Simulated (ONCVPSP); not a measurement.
# Which change was made? (Mg, ONCV)

Mg (Z = 12), optimised norm-conserving Vanderbilt (ONCV), made with ONCVPSP 4.0.1 (LDA (Perdew-Zunger), scalar-relativistic). Core [Ne], reference 3s1 3p1. Waves: 3s: rc 2.20 bohr, ncon 3, nbas 6, qcut 2.4 1/bohr, 2 projectors, debl 2 Ha; 3p: rc 2.90 bohr, ncon 4, nbas 7, qcut 2.3 1/bohr, 2 projectors, debl 3.9 Ha; d scattering state at 0.44 Ha: rc 2.25 bohr, ncon 4, nbas 8, qcut 4.9 1/bohr, 1 projector. Local part: polynomial inside 1.45 bohr (lpopt 5, dvloc0 0 Ha). Core correction: Teter function fitted to the true core (icmod 2), fcfact 0.55.

Cutoffs, loose and tight: the cutoffs (Ha) at which the residual kinetic energy of the hardest occupied pseudo-wave falls to 1 and 0.1 mHa per electron. They do not see the model core or the augmentation charge, which bear on the density cutoff. Test errors are all-electron minus pseudo excitation energies from the reference, over the configurations 3s2 3p0; 3s1 3p0; 3s1.5 3p0; 3s0 3p1; variants that change the core or the reference have their own tests.

The base gives: outcome: generated; cutoff, loose: 4.5 Ha; cutoff, tight: 17 Ha; bound ghosts: p; GHOST(+) flags above zero: s, p; largest test error (meV): -28.

**Question.** After one change the result is: outcome: generated; cutoff, loose: 7.8 Ha; cutoff, tight: 19 Ha; bound ghosts: p; GHOST(+) flags above zero: s, p; largest test error (meV): -30. Which change was it?
A. s: qcut 2.7
B. s: qcut 2.3
C. s: qcut 2.1
D. s: qcut 1.5

**Answer.** C. The others give: s: qcut 1.5 → outcome: generated; cutoff, loose: 14 Ha; cutoff, tight: 21 Ha; bound ghosts: p; GHOST(+) flags above zero: s, p; largest test error (meV): -32 | s: qcut 2.3 → outcome: generated; cutoff, loose: 6.4 Ha; cutoff, tight: 18 Ha; bound ghosts: p; GHOST(+) flags above zero: s, p; largest test error (meV): -28 | s: qcut 2.7 → outcome: generated; cutoff, loose: 3.8 Ha; cutoff, tight: 15 Ha; bound ghosts: p; GHOST(+) flags above zero: s, p; largest test error (meV): -26.
